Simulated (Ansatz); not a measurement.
**Correcting a cheap level on Si-containing radicals**

The atomisation energy (no zero-point term) in kJ/mol of 8 Si-containing radicals: x at SPW92/def2-TZVPP, y at CCSD(T)/CBS estimate. Shapes, held fixed at every level: PBE0-D4/def2-TZVP. Flexible molecules stand in one conformer, not always the lowest. Programs: Ansatz 0.2.0.

| molecule | x (kJ/mol) | y (kJ/mol) |
| --- | --- | --- |
| SiH2(SiH2)(SiH3) | 2998 | 2743 |
| SiH(CH2)(OH)2 | 3831 | 3382 |
| CH7SSi2 (SMILES C[SiH2]S[SiH2]) | 3937 | 3530 |
| C2H6FSi (SMILES [CH2]C[SiH2]F) | 4114 | 3658 |
| Si(CH3)2(SH) | 4350 | 3856 |
| C2H7OSi (SMILES [CH2]C[SiH2]O) | 4508 | ? |
| C2H5O2Si (SMILES CC(=O)O[SiH2]) | 4539 | 3904 |
| CH7O2Si2 (SMILES O[SiH]C[SiH2]O) | 4845 | 4284 |

Question: Fit y = c + s·x to the known rows and predict y for C2H7OSi.

Answer: 
1. Means of the 7 rows: x = 4087.71, y = 3622.4.
2. Σ(Δx)² = 2122719, Σ(Δx·Δy) = 1724243, so the slope is 1724243/2122719 = 0.81228.
3. Intercept: 3622.4 − (0.81228) × 4087.71 = 302.0. The largest residual of the fit is 85.
4. C2H7OSi: 302.0 + 0.81228 × 4508 = 3964 kJ/mol.

CCSD(T)/CBS estimate gives 3996 kJ/mol, so the prediction is off by -32 kJ/mol, within the largest residual. Uncorrected, SPW92/def2-TZVPP misses C2H7OSi by +512 kJ/mol, and the other rows by 465 on average. The line removes about 95 % of this miss. Left out in turn, the other rows are missed by 47 kJ/mol on average. Open shells run unrestricted. The CBS estimate extrapolates MP2 from def2-TZVPP and def2-QZVPP and adds CCSD(T) − MP2 in the triple-zeta set, cores frozen.
